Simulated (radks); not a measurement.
Task: All-electron atom: Ho+ in [Xe] 4f11 6s1 (the NIST ground configuration). Method: Dirac Kohn-Sham, LDA (Slater exchange, Perdew-Wang correlation), spin-unpolarised, spherical densities, point nucleus; open shells fill j = l - 1/2 first; computed with a radial shooting solver on a logarithmic mesh with Libxc functionals. Some entries of the table are withheld. Estimate them.

orbital  occ.  eigenvalue (Ry)  <r> (bohr)  <1/r> (bohr^-1)
1s1/2       2        -4071.303     0.02075            76.02
2s1/2       2              (1)     0.08758            18.24
2p1/2       2        -648.4681     0.07293            18.22
2p3/2       4        -585.5533     0.08009            15.88
3s1/2       2        -152.4315      0.2297            6.668
3p1/2       2        -138.1368      0.2193            6.587
3p3/2       4        -125.0010      0.2328            5.988
3d3/2       4        -100.4160         (2)            5.875
3d5/2       6        -97.54330         (3)            5.728
4s1/2       2        -30.44624      0.5191            2.793
4p1/2       2        -24.77350      0.5287            2.685
4p3/2       4        -21.81376      0.5601            2.477
4d3/2       4        -12.46104      0.5905            2.256
4d5/2       6        -11.92422      0.6017            2.204
5s1/2       2         -4.19436         (4)            1.046
5p1/2       2              (5)       1.443           0.9153
5p3/2       4              (6)       1.554           0.8403
4f5/2       6         -0.76442      0.8402            1.614
4f7/2       5         -0.69249      0.8612            1.586
6s1/2       1              (7)       3.628           0.3468

Result: 
(1) 2s1/2 eigenvalue (Ry): -681.0840
(2) 3d3/2 <r> (bohr): 0.2054
(3) 3d5/2 <r> (bohr): 0.2096
(4) 5s1/2 <r> (bohr): 1.277
(5) 5p1/2 eigenvalue (Ry): -2.66243
(6) 5p3/2 eigenvalue (Ry): -2.28965
(7) 6s1/2 eigenvalue (Ry): -0.67751
